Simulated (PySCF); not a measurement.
**Potassium: a sound run and one with changed settings**

Sound run: K⁺ [Ar], K²⁺ [Ne] 3s2 3p5. Computed with PySCF 2.14 in x2c-TZVPall, with scalar relativity by spin-free X2C-1e. In the sound run the correlated levels freeze [Ne] 3s2. The sound run starts from symmetry-adapted Hartree-Fock orbitals and uses a fine grid where one is needed.

Changed run: the non-relativistic Hamiltonian (point nucleus). This setting is unsound on purpose.

```csv
species,method,sound run (hartree),changed run (hartree),converged
K⁺,UHF,-601.30155,-598.49917,yes
K⁺,PBE0,-601.88679,-599.08600,yes
K⁺,r2SCAN,-602.02151,-599.22106,yes
K⁺,MP2,-601.42783,-598.62565,yes
K⁺,CCSD(T),-601.43854,-598.63640,yes
K²⁺,UHF,-600.18106,-597.37808,yes
K²⁺,PBE0,-600.72397,-597.92246,yes
K²⁺,r2SCAN,-600.85532,-598.05416,yes
K²⁺,MP2,-600.26435,-597.46153,yes
K²⁺,CCSD(T),-600.27598,-597.47320,yes
```

Ionisation energy of K⁺:

```json
{"method": "UHF", "sound run (eV)": "30.490", "changed run (eV)": "30.506"}
{"method": "PBE0", "sound run (eV)": "31.642", "changed run (eV)": "31.662"}
{"method": "r2SCAN", "sound run (eV)": "31.734", "changed run (eV)": "31.753"}
{"method": "MP2", "sound run (eV)": "31.660", "changed run (eV)": "31.677"}
{"method": "SCS-MP2", "sound run (eV)": "31.596", "changed run (eV)": "31.614"}
{"method": "CCSD", "sound run (eV)": "31.621", "changed run (eV)": "31.638"}
{"method": "CCSD(T)", "sound run (eV)": "31.635", "changed run (eV)": "31.652"}
```

Most of the change in total energy is the relativistic energy itself. On top of that the contraction fixes the core shape for the Hamiltonian it was made with, so the changed run is not a good calculation with the other Hamiltonian either.

For comparison, NIST gives 31.625 eV between the lowest levels.
